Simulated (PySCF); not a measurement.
scandium atom (Sc), doublet. Base run: M062X/6-31G run with PySCF.

PySCF was given this input:
```python
from pyscf import gto, scf, dft

mol = gto.Mole()
mol.atom = '''
    Sc    0.00000000    0.00000000    0.00000000
'''
mol.basis = '6-31g'
mol.spin = 1
mol.verbose = 4
mol.build()

mf = dft.UKS(mol)
mf.xc = 'm062x'
mf.kernel()
mf.analyze()
```

Each row names what was changed in the base input (with any setting that the change needs).

```json
[
 {"change": "base", "ΔE vs base (mEh)": "0.000", "fitting functions": "-", "outcome": "converged"},
 {"change": "auxbasis = cc-pvdz-jkfit", "ΔE vs base (mEh)": "-", "fitting functions": "-", "outcome": "input refused"},
 {"change": "auxbasis = cc-pvqz-jkfit", "ΔE vs base (mEh)": "-", "fitting functions": "-", "outcome": "input refused"},
 {"change": "auxbasis = def2-universal-jkfit", "ΔE vs base (mEh)": "-", "fitting functions": "-", "outcome": "not converged"},
 {"change": "auxbasis = even-tempered beta=3.0", "ΔE vs base (mEh)": "-0.565", "fitting functions": "184", "outcome": "converged"},
 {"change": "auxbasis = even-tempered beta=1.6", "ΔE vs base (mEh)": "-0.528", "fitting functions": "411", "outcome": "converged"},
 {"change": "auxbasis = def2-svp-ri", "ΔE vs base (mEh)": "-6857.4", "fitting functions": "143", "outcome": "converged"},
 {"change": "exchange = seminumerical (SGX) (with mf = sgx.sgx_fit(mf, auxbasis='def2-universal-jfit'); with mf.with_df.dfj = True)", "ΔE vs base (mEh)": "-0.531", "fitting functions": "89", "outcome": "converged"},
 {"change": "auxbasis = cc-pvtz-ri", "ΔE vs base (mEh)": "-", "fitting functions": "-", "outcome": "input refused"},
 {"change": "auxbasis = autoaux", "ΔE vs base (mEh)": "-0.115", "fitting functions": "300", "outcome": "converged"}
]
```

A fitting set is made for a task (jfit for Coulomb, jkfit for Coulomb and exchange, ri for correlation) and for a family of orbital bases.

Open shells are given as the SCF converged; they aren't shown to be the lowest states, and a large step between rows can be another state.

- auxbasis = cc-pvdz-jkfit: ended with `pyscf.lib.exceptions.BasisNotFoundError: Basis set not found for Sc in cc-pvdz-jkfit`
- auxbasis = cc-pvqz-jkfit: ended with `pyscf.lib.exceptions.BasisNotFoundError: Basis set not found for Sc in cc-pvqz-jkfit`
- auxbasis = cc-pvtz-ri: ended with `pyscf.lib.exceptions.BasisNotFoundError: Basis set not found for Sc in cc-pvtz-ri`
